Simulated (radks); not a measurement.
Values are calculated unless marked as measured or tabulated.
How relativity changes the ionisation of the krypton ion Kr2+ ([Ar] 3d10 4s2 4p4) to Kr3+ ([Ar] 3d10 4s2 4p3). Spin-unpolarised spherical Kohn-Sham, PBE, point nucleus unless stated (finite: rms radius 4.1884 fm), a radial shooting solver on a logarithmic mesh with Libxc functionals. A level marked "c x" has the speed of light scaled by that factor and shares open shells by 2j + 1; other Dirac levels either fill j = l - 1/2 first or share by 2j + 1.

| level | E(Kr2+) (hartree) | E(Kr3+) (hartree) | IE (eV) | HOMO | <r> HOMO (bohr) |
|---|---|---|---|---|---|
| non-rel. | -2751.96532 | -2750.60500 | 37.016 | 4p | 1.745 |
| scalar-rel. | -2788.81498 | -2787.45251 | 37.075 | 4p | 1.738 |
| scalar-rel., finite nucleus | -2788.79117 | -2787.42870 | 37.075 | 4p | 1.738 |
| Dirac, 2j+1 shares | -2789.02882 | -2787.66602 | 37.084 | 4p3/2 | 1.748 |
| Dirac, low j first | -2789.04847 | -2787.69879 | 36.727 | 4p3/2 | 1.749 |
| Dirac, 2j+1 shares, finite nucleus | -2789.00498 | -2787.64217 | 37.084 | 4p3/2 | 1.748 |
| Dirac, c x 5 | -2753.40020 | -2752.03979 | 37.019 | 4p3/2 | 1.745 |
| Dirac, c x 10 | -2752.32368 | -2750.96334 | 37.017 | 4p3/2 | 1.745 |
| Dirac, c x 100 | -2751.96890 | -2750.60859 | 37.016 | 4p3/2 | 1.745 |

NIST Atomic Spectra Database: 35.84 eV (measured). The relativistic part of the total energy of Kr2+ is -37.04 hartree (Dirac, 2j+1 shares, finite nucleus), 1.3 % of the non-relativistic value. Spin polarisation and multiplet splitting of open shells are left out at every level.

Beside tabulated values, note that spin-unpolarised runs miss the spin-polarisation part of the exchange energy of open shells.
